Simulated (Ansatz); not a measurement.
Mulliken charges of C4HF5, SMILES `FC(F)=CC(F)=C(F)F` from B3LYP/def2-TZVPP in Ansatz (PBE0-D4/def2-TZVP geometry).

```csv
atom,x (Å),y (Å),z (Å),charge (e)
F1,-2.029,-0.730,2.040,-0.159
C2,-1.432,0.005,1.131,0.406
F3,-2.073,1.130,0.964,-0.144
C4,-0.333,-0.382,0.497,-0.246
C5,0.371,0.370,-0.506,0.135
F6,-0.095,1.575,-0.845,-0.189
C7,1.469,-0.060,-1.124,0.378
F8,2.026,-1.224,-0.881,-0.165
F9,2.118,0.615,-2.036,-0.150
H10,0.061,-1.352,0.764,0.135
```

By hand: the dipole of these point charges (1 e Å = 4.8032 D).

Σ q r = (0.101, -0.294, 0.094) e Å, of length 0.325 e Å = 1.56 D.

How does the dipole of the full density compare? (An estimate is asked.)

Computed: (0.051, -0.230, 0.097) e Å, 1.22 D; the point charges give 1.28 times that, at 8° from its direction.

Point charges leave out the atoms' own dipoles, such as those of lone pairs, and Mulliken's split depends on the basis, so the two needn't agree.

B3LYP here is the variant with VWN-RPA as its local correlation; programs differ in this.
